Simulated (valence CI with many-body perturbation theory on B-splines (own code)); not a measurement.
**Ba VIII: calculated level list**

Level of theory: relativistic CI+MBPT: three valence electrons over a frozen Dirac-Fock core [Kr] 4d10, a basis of 7 s, 7 p, 7 d, 7 f, 4 g, 2 h functions for each j, with the one-electron correlation potential Σ1 (screened to all orders), the two-electron term Σ2, the three-electron term Σ3, Breit, model QED; selected single and double excitations, second order for the rest, scaled by the run's own slope (own B-spline code, finite nucleus).

Set against measurement, 62 paired levels are off by 1061 cm⁻¹ on average, the worst by 3801. These come from a selection out of Sansonetti and Curry, J. Phys. Chem. Ref. Data 39, 043103 (2010). Levels without a partner in it may be off by more, other configurations by several thousand cm⁻¹. 7 measured levels below the end of the list, from 249919 cm⁻¹ on, found no clear computed partner, and computed levels of the same name lie up to 8910 cm⁻¹ from them.

Levels 181 to 222 of 222, with energies above the lowest level, (5s^2 5p1/2) J=1/2. "Leading %" is the weight of the configuration and term that name the level; weights of strongly mixed levels are sums over their largest components and can fall short. In the jj column 3d3/2^4 stands for four electrons in 3d with j = 3/2. Lifetimes count E1, E2, E3, M1 and M2 decay at the calculated energies, and are blank where another channel may lead or the interval is too uncertain; long ones can be off by a factor of two.

```
No.  Configuration  Term     J  E (cm⁻¹)  Leading %  Lifetime  Second component                Leading jj
181         5p2 5d    4F   9/2    504650         61    207 ps    31 % 5p2 5d 2G  5p1/2 5p3/2 5d5/2 (83 %)
182       5s 5p 6p    2P   3/2    505250         20    131 ps  18 % 5s 5p 6p 4P     5s 5p1/2 6p3/2 (53 %)
183       5s 5p 6p    4P   1/2    505360         77    138 ps   6 % 5s 5p 6p 2S     5s 5p1/2 6p1/2 (65 %)
184         5p2 5d    4D   5/2    506020         35    155 ps  18 % 5s 5p 6p 4D  5p1/2 5p3/2 5d5/2 (52 %)
185       4f 5s 5d   2P°   1/2    507620         75   37.7 ps   11 % 4f 5p2 2P°     4f5/2 5s 5d5/2 (46 %)
186       4f 5s 5d   2P°   3/2    508810         72   38.5 ps   10 % 4f 5p2 2P°     4f7/2 5s 5d5/2 (48 %)
187         5p2 5d    4D   3/2    509260         34   66.1 ps  20 % 5s 5p 6p 4P  5p1/2 5p3/2 5d5/2 (41 %)
188       5s 5p 6p    2P   1/2    510210         56    104 ps  23 % 5s 5p 6p 4D     5s 5p1/2 6p3/2 (62 %)
189         5s2 7s    2S   1/2    510460         88   43.4 ps                              5s^2 7s (88 %)
190       5s 5p 6p    4D   5/2    512760         54   60.8 ps  12 % 5s 5p 6p 4P     5s 5p1/2 6p3/2 (58 %)
191       5s 5p 6p    2D   3/2    514580         42   86.8 ps  24 % 5s 5p 6p 4P     5s 5p1/2 6p3/2 (73 %)
192         5p2 5d    2G   7/2    514840         52    133 ps    11 % 5p2 5d 4F  5p1/2 5p3/2 5d5/2 (38 %)
193         5p2 5d    4P   5/2    517210         49   33.0 ps    25 % 5p2 5d 2D  5p1/2 5p3/2 5d5/2 (53 %)
194         4f2 5p   4I°   9/2    519250         68    312 ps   17 % 4f2 5p 2H°      4f5/2^2 5p1/2 (84 %)
195         5p2 5d    2P   1/2    519870         43   37.6 ps    27 % 5p2 5d 4P  5p1/2 5p3/2 5d3/2 (43 %)
196         5p2 5d    4P   3/2    519950         44   29.7 ps    16 % 5p2 5d 2D  5p1/2 5p3/2 5d3/2 (66 %)
197         4f2 5p   4I°  11/2    521830         57    396 ps   29 % 4f2 5p 4H°  4f5/2 4f7/2 5p1/2 (88 %)
198         5p2 5d    4D   7/2    521870         39    254 ps    26 % 5p2 5d 2F      5p3/2^2 5d5/2 (71 %)
199       5s 5p 6p    2P   3/2    522410         24   97.5 ps  24 % 5s 5p 6p 4P     5s 5p3/2 6p1/2 (78 %)
200       5s 5p 6p    4P   5/2    523260         32   71.1 ps  24 % 5s 5p 6p 2D     5s 5p3/2 6p1/2 (66 %)
201         5s2 5g    2G   9/2    523310         65   52.1 ps    15 % 5p2 5d 4F         5s^2 5g9/2 (65 %)
202         4f2 5p   2G°   9/2    524040         30    295 ps   27 % 4f2 5p 4H°  4f5/2 4f7/2 5p1/2 (82 %)
203         4f2 5p   4G°   5/2    524410         85    357 ps    7 % 4f2 5p 4F°      4f5/2^2 5p1/2 (52 %)
204         4f2 5p   2G°   7/2    524630         32    344 ps   32 % 4f2 5p 4G°  4f5/2 4f7/2 5p1/2 (86 %)
205         4f2 5p   4H°  13/2    525110         44    401 ps   38 % 4f2 5p 4I°      4f7/2^2 5p1/2 (68 %)
206         5s2 5g    2G   7/2    525940         84   40.3 ps     8 % 5p2 5d 2G         5s^2 5g7/2 (84 %)
207         4f2 5p   4H°   7/2    526150         49    251 ps   38 % 4f2 5p 4G°      4f5/2^2 5p1/2 (42 %)
208         5p2 5d    2P   1/2    526610         48   31.1 ps    39 % 5p2 5d 4P      5p3/2^2 5d3/2 (35 %)
209         4f2 5p   4G°  11/2    526620         37    240 ps   31 % 4f2 5p 2H°      4f7/2^2 5p1/2 (76 %)
210         4f2 5p   4G°   9/2    527690         48    316 ps   16 % 4f2 5p 4H°  4f5/2 4f7/2 5p1/2 (60 %)
211         5p2 5d    2G   9/2    528800         42   88.4 ps    29 % 5s2 5g 2G      5p3/2^2 5d5/2 (52 %)
212         5p2 5d    2F   5/2    529130         23   34.3 ps    20 % 5p2 5d 2D  5p1/2 5p3/2 5d3/2 (30 %)
213         4f2 5p   2D°   5/2    529400         34    224 ps   23 % 4f2 5p 4F°  4f5/2 4f7/2 5p1/2 (67 %)
214         4f2 5p   2D°   3/2    529610         47    188 ps   38 % 4f2 5p 4F°  4f5/2 4f7/2 5p1/2 (40 %)
215       5s 5p 6p    4D   7/2    529930         80   68.5 ps    13 % 5p2 5d 4D     5s 5p3/2 6p3/2 (80 %)
216         4f2 5p   4D°   7/2    530400         48    289 ps   21 % 4f2 5p 2F°      4f7/2^2 5p1/2 (79 %)
217         5p2 5d    2D   3/2    531480         38   80.9 ps  24 % 5s 5p 6p 4S  5p1/2 5p3/2 5d5/2 (37 %)
218         4f2 5p   2H°   9/2    532060         44    335 ps   16 % 4f2 5p 2G°      4f7/2^2 5p1/2 (66 %)
219       5s 5p 6p    4S   3/2    532510         29   71.5 ps    25 % 5p2 5d 2D     5s 5p3/2 6p3/2 (52 %)
220         4f2 5p   2G°   7/2    533650         26    211 ps   26 % 4f2 5p 2F°  4f5/2 4f7/2 5p1/2 (50 %)
221       5s 5p 6p    2D   5/2    534660         66   94.4 ps  21 % 5s 5p 6p 4P     5s 5p3/2 6p3/2 (76 %)
222         5p2 5d    2D   3/2    534770         45   31.0 ps    29 % 5p2 5d 4P      5p3/2^2 5d3/2 (78 %)
```

Where two levels of one J and parity lie close, their mixing, g and order are uncertain.
